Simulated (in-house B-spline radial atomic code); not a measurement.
## Ionising V XXI (V20+) with different functionals

Computed with a radial B-spline atomic code at the basis-set limit: scalar-relativistic (spin-free X2C) Hamiltonian, Fermi nucleus of rms radius 3.6002 fm, spin-polarised at highest spin, spherical fractional occupations for the functionals, the average over the highest-spin determinants for Hartree-Fock. The ionisation energy is the difference of two self-consistent energies, [He] 2s1 → 1s2, without Breit or QED terms; ε is the level of the shell that loses the electron (its least bound occupied spin orbital).

```
      method           rung  ΔSCF (eV)  -ε(2s) (eV)
Hartree-Fock   Hartree-Fock          ?            ?
    LDA PW92            LDA    1567.81      1534.03
        BLYP            GGA    1572.48      1537.72
        TPSS       meta-GGA          ?            ?
      r2SCAN       meta-GGA    1569.01      1539.46
        PBE0  global hybrid    1571.56      1545.68
     r2SCAN0  global hybrid    1569.37      1547.20
```

Problem. What does Hartree-Fock give?

Solution. ΔSCF 1569.99 eV, and -ε(2s) = 1570.01 eV.

Problem. What does TPSS give?

Solution. ΔSCF 1571.59 eV, and -ε(2s) = 1538.88 eV.

Problem. Among the functionals, which spreads more, the ΔSCF values or the orbital energies?

Solution. The orbital energies: ΔSCF values span about 4.67 eV and the orbital energies 13.16 eV.

Problem. How do they compare with the NIST value?

Solution. NIST lists 1569.66 eV ± 0.007 (tabulated theory, ground level to ground level). Errors run from -1.85 to +2.83 eV; r2SCAN0 is closest (-0.29 eV), but part of that can be cancellation, since the calculations leave out Breit-QED terms. Hartree-Fock also lacks correlation.
